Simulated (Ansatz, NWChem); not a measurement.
Predicting a hybrid from its neighbours: GeTe

GeTe: 2 atoms, total charge 0, spin state singlet. SMILES: `[Ge][Te]`. The bond length is the measured one.

The vertical energy of the triplet above the singlet y, in eV, basis def2-TZVP with a core potential; a is the functional's share of exact exchange. Programs: Ansatz 0.2.0, NWChem 7.3.0.

```
functional  program     a  y (eV)
      TPSS   NWChem     0    2.46
      BLYP   Ansatz     0    2.58
     B3LYP   Ansatz   0.2    2.43
   r2SCAN0   Ansatz  0.25       ?
      PBE0   Ansatz  0.25    2.30
     BHLYP   Ansatz   0.5    2.20
```

Problem. Fit y = c + s·a to the known rows and predict r2SCAN0.

Solution. 
1. Means of the 5 rows: a = 0.1900, y = 2.394.
2. Σ(Δa)² = 0.172, Σ(Δa·Δy) = -0.1133, so the slope is -0.1133/0.172 = -0.65872.
3. Intercept: 2.394 − (-0.65872) × 0.1900 = 2.519. The largest residual of the fit is 0.061.
4. r2SCAN0: 2.519 + (-0.65872) × 0.25 = 2.35 eV.

The run gave 2.17 eV, so the prediction is off by +0.18 eV, more than the largest residual. Exact exchange favours the state with more unpaired electrons. The rows mix families of semi-local functionals, which the line can't see. Spin-orbit coupling is left out.
